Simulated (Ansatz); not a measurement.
AlI (iodoaluminum): the energy, rung by rung

The species is AlI (2 atoms), meant as a singlet with charge 0. SMILES: `[Al][I]`. The bond length is the measured one.

```xyz
2

Al    0.0000    0.0000    0.0000
I     0.0000    0.0000    2.5371
```

Each level gives the energy change with the Al1–I2 bond stretched from 2.537 to 5.074 Å (eV). The values are calculated.

| level | kind | program | value (eV) | less FCI/STO-3G | CPU time (all runs) |
| --- | --- | --- | --- | --- | --- |
| HF/STO-3G (restricted) | Hartree–Fock | Ansatz | 4.26 | 0.00 | 0.64 s |
| SVWN5/STO-3G (restricted) | LDA | Ansatz | 4.41 | +0.15 | 3.1 s |
| revPBE/STO-3G (restricted) | GGA | Ansatz | 4.05 | -0.21 | 4.1 s |
| r2SCAN0/STO-3G (restricted) | hybrid meta-GGA | Ansatz | 4.49 | +0.23 | 11 s |
| wB97M-V/STO-3G (restricted) | range-separated hybrid | Ansatz | 4.66 | +0.40 | 34 s |
| wB97X/STO-3G (restricted) | range-separated hybrid | Ansatz | 4.65 | +0.39 | 13 s |
| B2PLYP/STO-3G (restricted) | double hybrid | Ansatz | 4.38 | +0.12 | 5.9 s |
| CCSDTQ/STO-3G (restricted) | coupled cluster or CI | Ansatz | 4.26 | 0.00 | 46 s |
| FCI/STO-3G | exact in the basis | Ansatz | 4.26 | 0.00 | 1.8 s |

FCI/STO-3G is exact within its basis and frozen core, so for wave-function methods in that basis the difference is their error; functionals converge differently with the basis, so for them it is only a difference. All-electron rows without a relativistic Hamiltonian named are non-relativistic. The first shape isn't each level's own minimum. The values span 4.05 to 4.66 eV. All rows use very small basis sets, so none should be taken for the real molecule's value. In the correlated wave-function rows the outer d shell of I is correlated, in sets not made for it. In so small a basis fixed costs decide the times, and correlated methods can beat functionals. Times are those of the runs behind each value, whatever else they computed, on shared processors of several kinds: orders of magnitude only.
